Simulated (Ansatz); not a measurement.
Molecule: TiH (charge 0, quartet). The spin state was set by rule; other spins were not relaxed. 
Geometry from a B3LYP-D3(BJ)/def2-TZVP (Ansatz, a first-principles code) optimisation:
```
Ti
H 1 1.7615
```
Charge 0, spin multiplicity 4.

Wanted: atomisation energy (electronic, to ground-state atoms), in kcal/mol. Correlated levels leave the core frozen unless marked. Open shells are spin-unrestricted. Spin-orbit coupling is left out. The frozen core is the preceding noble-gas configuration, with the filled d and f shells of earlier blocks. No relativistic terms. The coupled-cluster limit lacks core correlation, which all-electron functionals hold. CBS(X,Y): correlation extrapolated as X^-3; Hartree-Fock from the larger set.

```csv
level,program,atomisation energy (kcal/mol)
HF/def2-QZVPPD,Ansatz,41.2
revPBE/def2-TZVPD,Ansatz,66.5
PBE0-D4/def2-TZVP,Ansatz + dftd4,62.4
PBE0-D4/def2-TZVPD,Ansatz + dftd4,63.0
```

**Question.** Estimate the value at CCSD(T)/CBS(def2-TZVPPD,def2-QZVPPD) as computed with Ansatz.

**Answer.** 50.3 kcal/mol, so PBE0-D4/def2-TZVPD differs from it by 12.7 kcal/mol.
